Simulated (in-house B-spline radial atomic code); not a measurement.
Results of a calculation; reference values are marked as such.
**Sr in an electron gas of r_s = 2.4: phase shifts, screening, friction and resistivity**

A nucleus sits in a uniform electron gas with a rigid positive background. The Kohn-Sham equations are solved self-consistently in the spin-unpolarised LDA (PW92), non-relativistic, on B-splines with outgoing waves at the boundary and partial waves to l = 8. The model has no lattice, no bands and no magnetic solution. Atomic units; δ_l are the phase shifts at the Fermi level, counted so that each bound state adds π, and good to about 0.0005.

The density parameter is r_s = 2.4 bohr, near that of the valence electrons of In (3 per atom, density 7.31 g/cm³, mass 114.82 u, which gives r_s = 2.41).

| l | δ_l (rad) |
| --- | --- |
| 0 | 11.6166 |
| 1 | 8.9928 |
| 2 | 4.1764 |
| 3 | 0.0268 |
| 4 | 0.0021 |
| 5 | 0.0003 |
| 6 | -0.0002 |
| 7 | -0.0001 |
| 8 | -0.0002 |

Bound levels below the band bottom (hartree): s -11.28, p -8.807, d -4.317, s -0.991, p -0.3962 and deeper ones.

Problem. Check the Friedel sum rule, and say where the screening charge sits.

Solution. k_F = (9π/4)^(1/3)/r_s = 0.79965. The rule is Z = (2/π) Σ (2l + 1) δ_l. The terms are s 7.395, p 17.175, d 13.294, f 0.119 and 0.009 beyond, in all 37.993 against Z = 38. Bound states hold 8 s, 18 p, 10 d electrons, so the scattering states carry 1.99 in all; where a term is smaller than its bound count, the bound level has drawn weight out of the band.

Problem. Find the transport cross section and the electronic stopping of a 10 keV Sr ion (mass 87.62 u).

Solution. σ_tr = (4π/k_F²) Σ (l + 1) sin²(δ_l − δ_(l+1)). The terms for l = 0 to 3 are 0.2450, 1.9784, 2.1460, 0.0024, all together 4.3719, so σ_tr = 19.652 × 4.3719 = 85.917 bohr². With n = 3/(4π r_s³) = 0.01727, the friction coefficient is Q = n k_F σ_tr = 1.1865. For v well below v_F = 0.800, dE/dx = Q v; with 24801 eV per u at v = 1, v = √(10000/(24801 × 87.62)) = 0.0678, so dE/dx = 0.08049 hartree/bohr = 41.4 eV/nm. The largest term couples the d and f waves.

Problem. What residual resistivity would 1 atomic per cent of such centres give in In?

Solution. Δρ = k_F n_i σ_tr/n in atomic units of 21.74 μΩ·cm. With one host atom per 3 electrons, n_i/n = 0.01/3, so Δρ = 0.7996 × 0.00333 × 85.917 × 21.74 = 4.98 μΩ·cm. This is an atom added to the gas, as on an interstitial site.

Problem. On a substitutional site the background of one host ion, a sphere holding 3 charges, is taken out. The phase shifts for l = 0 to 4 become 11.3151, 8.7940, 3.4877, -0.0127, -0.0059. What follows?

Solution. The Friedel sum is now 35.00, for Z − 3 = 35. The sum in σ_tr is 2.0820, so σ_tr = 40.92 bohr² and Δρ = 2.37 μΩ·cm per atomic per cent, 0.48 times the value above. A real host ion scatters too, so this model doesn't give zero even for the host's own atom.
